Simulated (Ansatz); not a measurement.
```xyz
8

Si   -0.0182   -0.6239   -1.0360
O    -0.7004    0.3671    0.1198
B    -0.2383    0.8718    1.2661
Cl    1.4079    0.5130    1.8115
H     0.3500   -1.9232   -0.4265
H    -1.0614   -0.8129   -2.0678
H     1.1744    0.0346   -1.6185
H    -0.9141    1.5734    1.9513
```

Charge 0, multiplicity 1.

(1) List the ωB97M-V/def2-TZVPP orbital energies in eV (Ansatz). (Best estimate.)

Results:

(1) The calculation gave: Occupied: -2772.02, -1807.91, -526.98, -262.44, -199.90, -199.81, -199.77, -189.89, -148.91, -103.06, -103.00, -103.00, -31.83, -26.08, -19.68, -16.64, -15.42, -15.16, -14.71, -12.59, -12.20, -11.73, -11.71, -11.33. Lowest empty: 1.34, 1.66, 2.78, 3.15, 3.17, 3.40, 4.15, 4.47.
